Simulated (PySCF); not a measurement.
Species: Di(furan-2-yl)(methyl)phosphane, C9H9O2P.
Atom-mapped SMILES: `[CH3:1][P:2]([c:3]1[cH:4][cH:5][cH:6][o:7]1)[c:8]1[cH:9][cH:10][cH:11][o:12]1` (hydrogens: H13, H14, H15 on C1; H16 on C4; H17 on C5; H18 on C6; H19 on C9; H20 on C10; H21 on C11)

Cartesian coordinates in Å at the PBE0-D3(BJ)/def2-SVP level; atoms count from 1:
```xyz
21
C9H9O2P angstrom
C     -0.4165   -2.3879    0.6099
P     -0.4806   -1.6305   -1.0789
C     -1.9157   -0.5406   -0.9043
C     -2.9428   -0.2937   -1.7767
C     -3.8166    0.6327   -1.1322
C     -3.2567    0.8750    0.0880
O     -2.1174    0.1775    0.2353
C      0.8378   -0.3851   -0.9055
C      0.8705    0.9796   -0.7963
C      2.2514    1.3474   -0.7823
C      2.9508    0.1819   -0.8810
O      2.1072   -0.8656   -0.9604
H     -1.1814   -3.1750    0.6807
H      0.5731   -2.8514    0.7353
H     -0.5739   -1.6407    1.4001
H     -3.0499   -0.7319   -2.7668
H     -4.7396    1.0586   -1.5194
H     -3.5506    1.4980    0.9295
H      0.0069    1.6359   -0.7247
H      2.6692    2.3490   -0.7053
H      4.0120   -0.0531   -0.9048
```

Level of theory: PySCF, PBE0-D3(BJ)/def2-SVP geometry optimisation, gas phase.

Masses are those of the commonest isotopes; rigid-rotor values at the optimised geometry. The values belong to one conformer with, in the numbering `[CH3:1][P:2]([c:3]1[cH:4][cH:5][cH:6][o:7]1)[c:8]1[cH:9][cH:10][cH:11][o:12]1`, C1–P2–C3–C4 -138°, C1–P2–C8–C9 -108°.

What are A, B and C (GHz)?

Ia = 311.95, Ib = 894.54, Ic = 1046.94 u·Å²; 505379 MHz·u·Å²/I gives 1620, 565.0 and 482.7 MHz, that is A = 1.6201, B = 0.5650, C = 0.4827 GHz.

Classify the top.

An asymmetric top. Ray's parameter κ = (2B − A − C)/(A − C) = -0.855; −1 is the prolate and +1 the oblate limit.

What does the inertial defect say?

Not planar: Δ = Ic − Ia − Ib = -159.55 u·Å². For a rigid frame Δ = −2 Σ m c², so Σ m c² = 79.78 u·Å² lies off the ab plane: 15.12 from hydrogen and 64.65 from heavier atoms. The atom farthest from that plane is 2.17 Å away.

Give the other two planar moments, Paa and Pbb, and the rms extents of the mass along the axes.

Paa = Σ m a² = (Ib + Ic − Ia)/2 = 814.77 and Pbb = Σ m b² = (Ia + Ic − Ib)/2 = 232.17 u·Å². With the mass M = 180.03 u, the rms extents √(P/M) along a, b and c are 2.13, 1.14, 0.67 Å.

Predict some low-J microwave lines.

The dipole components are |μa| = 0.94 D, |μb| = 1.06 D, |μc| = 0.88 D. Intensities carry the squares of the components, which stand as 0.78 : 1.00 : 0.69 (a : b : c). Some lines, for components of 0.1 D or more:

```csv
type,branch,"J(Ka,Kc)",MHz,lower level (cm⁻¹)
c,Q,"2(1,2) ← 2(0,2)",977,0.105
b,R,"2(0,2) ← 1(1,1)",1036,0.070
a,R,"1(0,1) ← 0(0,0)",1048,0.000
c,Q,"1(1,1) ← 1(0,1)",1055,0.035
b,Q,"1(1,0) ← 1(0,1)",1137,0.035
b,Q,"2(1,1) ← 2(0,2)",1224,0.105
a,R,"2(1,2) ← 1(1,1)",2013,0.070
a,R,"2(0,2) ← 1(0,1)",2091,0.035
b,R,"1(1,1) ← 0(0,0)",2103,0.000
a,R,"2(1,1) ← 1(1,0)",2178,0.073
c,R,"1(1,0) ← 0(0,0)",2185,0.000
b,R,"2(1,2) ← 1(0,1)",3068,0.035
c,Q,"2(2,1) ← 2(1,1)",3165,0.146
c,R,"2(1,1) ← 1(0,1)",3315,0.035
b,Q,"2(2,1) ← 2(1,2)",3412,0.137
b,R,"2(2,1) ← 1(1,0)",5343,0.073
c,R,"2(2,0) ← 1(1,0)",5348,0.073
c,R,"2(2,1) ← 1(1,1)",5425,0.070
b,R,"2(2,0) ← 1(1,1)",5430,0.070
```

Estimate the classical rotational partition function at 10 K, 25 K and 50 K.

Point group C1, symmetry number σ = 1; q = (√π/σ)·√((kT/h)³/(ABC)), k/h = 20836.6 MHz/K: 8020 at 10 K, 31700 at 25 K, 89700 at 50 K.

Stationary, but not proved a minimum. No vibrational averaging or centrifugal distortion is included, and the geometry carries the error of its method. A rigid rotor knows nothing of internal rotation, which can split or shift real lines.

Time: 6.4 min wall; peak memory 1.1 GiB. Hardware: an Arm Neoverse V1 with one thread, no GPU, shared host. That covers the optimisation of the geometry.
